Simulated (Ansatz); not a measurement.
One change: `Cl[SiH](Cl)Cl` becomes `[SiH3]N[SiH](Cl)Cl`.

Ansatz, PBE0-D4/def2-TZVP geometries, multiplicity 1. Each molecule was computed in one conformer, which needn't be the lowest.

```csv
property,`Cl[SiH](Cl)Cl`
HOMO–LUMO gap (ωB97M-V/def2-TZVPP) / eV,13.62
HOMO energy (B3LYP/def2-TZVPP) / eV,-9.09
LUMO energy (B3LYP/def2-TZVPP) / eV,-0.32
LUMO energy (PBE0/def2-TZVPP) / eV,-0.06
HOMO–LUMO gap (B3LYP/def2-TZVPP) / eV,8.76
HOMO–LUMO gap (PBE/def2-TZVPP) / eV,6.89
```

(1) What does the change do to each property? (Estimate.)

## Answers

(1) Computed: 
```json
{"property": "HOMO–LUMO gap (ωB97M-V/def2-TZVPP) / eV", "`[SiH3]N[SiH](Cl)Cl`": "11.98", "shift": "-1.64"}
{"property": "HOMO energy (B3LYP/def2-TZVPP) / eV", "`[SiH3]N[SiH](Cl)Cl`": "-7.90", "shift": "1.19"}
{"property": "LUMO energy (B3LYP/def2-TZVPP) / eV", "`[SiH3]N[SiH](Cl)Cl`": "-0.28", "shift": "0.04"}
{"property": "LUMO energy (PBE0/def2-TZVPP) / eV", "`[SiH3]N[SiH](Cl)Cl`": "-0.07", "shift": "-0.01"}
{"property": "HOMO–LUMO gap (B3LYP/def2-TZVPP) / eV", "`[SiH3]N[SiH](Cl)Cl`": "7.63", "shift": "-1.13"}
{"property": "HOMO–LUMO gap (PBE/def2-TZVPP) / eV", "`[SiH3]N[SiH](Cl)Cl`": "5.88", "shift": "-1.01"}
```

B3LYP here is the variant with VWN-RPA as its local correlation; programs differ in this.
